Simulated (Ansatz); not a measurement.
Cost and result up the ladder for cis-Zr(PH3)2Br4 (ZrP2H6Br4) (13 atoms). The state is a singlet with charge 0. Geometry: PBE-D4/def2-SVP.

Cartesian coordinates in Å:
```
Br 2.158 1.125 2.576
Br -1.926 1.383 2.633
Br -0.094 -1.930 1.691
Br 0.149 2.522 -0.463
P -1.936 -0.182 -0.578
P 1.882 -0.403 -0.641
Zr 0.057 0.615 1.276
H -2.918 -1.140 -0.175
H -1.535 -0.821 -1.796
H -2.802 0.800 -1.155
H 1.373 -0.947 -1.865
H 2.737 -1.495 -0.290
H 2.857 0.473 -1.214
```

Ansatz on 4 threads of Arm Neoverse V2 on a shared host. Times are rough, and most runs start from the orbitals of an earlier one. No level here is sound enough to serve as a yardstick. Binding counts from free atoms at the same level (Br doublet, P quartet, Zr triplet, H doublet; other spins of the atoms weren't run), without zero-point energy or a counterpoise term.

In the def2 sets Zr takes a core potential; there is no spin–orbit coupling. HSE06 is defined as in plane-wave codes, on full-range PBE exchange. Correlated methods freeze 46 core orbitals; core or outer-core shells of Br, Zr are correlated, in sets that lack core-valence functions. The rows differ in basis, and correlated rows in double-zeta sets carry the largest basis error. No other spin state of charge 0 was run.

Correlated methods converge slowly with the basis, most of all in double-zeta sets.

| level | functions | wall time | binding energy per atom (eV) |
| --- | --- | --- | --- |
| PBE0-D4/def2-SVP | 225 | 11 s | 3.10 |
| MP2/def2-SVP | 225 | 12 s | 2.92 |
| HSE06-D4/def2-TZVP | 342 | 25 s | 3.09 |
| PBE0-D4/def2-TZVP | 342 | 30 s | 3.09 |
